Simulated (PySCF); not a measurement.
Atoms are numbered as in `[CH3:1][CH2:2][O:3][CH2:4][CH2:5][C:6]([F:7])([F:8])[F:9]`. Each H is labelled by its parent atom.

GIAO PBE0/pcSseg-1 shifts (PySCF 2.14, gas phase, non-relativistic, equivalent atoms averaged), each against references optimised in the same way as the molecule (TMS, H2O, CFCl3).

On the GFN2-xTB geometry: C6 134.9, C2 70.8, C4 66.7, C5 39.6, C1 15.7, O3 46.7, F7/F8/F9 -83.8, H(C2) 3.90, H(C4) 3.73, H(C5) 2.45, H(C1) 1.25 ppm.

Problem. What changes on the PBE0-D3(BJ)/def2-SVP geometry?

Solution. 
| atoms | δ (ppm) | change |
| --- | --- | --- |
| C6 | 130.9 | -4.0 |
| C2 | 67.9 | -2.9 |
| C4 | 63.1 | -3.6 |
| C5 | 37.6 | -2.0 |
| C1 | 14.4 | -1.3 |
| O3 | 42.0 | -4.7 |
| F7/F8/F9 | -81.1 | +2.7 |
| H(C2) | 3.60 | -0.30 |
| H(C4) | 3.37 | -0.36 |
| H(C5) | 2.15 | -0.30 |
| H(C1) | 1.17 | -0.08 |

Unscaled 19F shifts against computed CFCl3 carry errors that often reach 10 to 50 ppm.

Bonds between heavy atoms that differ most (equivalent bonds averaged): C4–C5 1.529 → 1.515 Å, O3–C4 1.406 → 1.395 Å, C1–C2 1.527 → 1.518 Å, C5–C6 1.511 → 1.503 Å, C2–O3 1.413 → 1.404 Å. Mean change of bonds to hydrogen: C–H +0.010 Å.
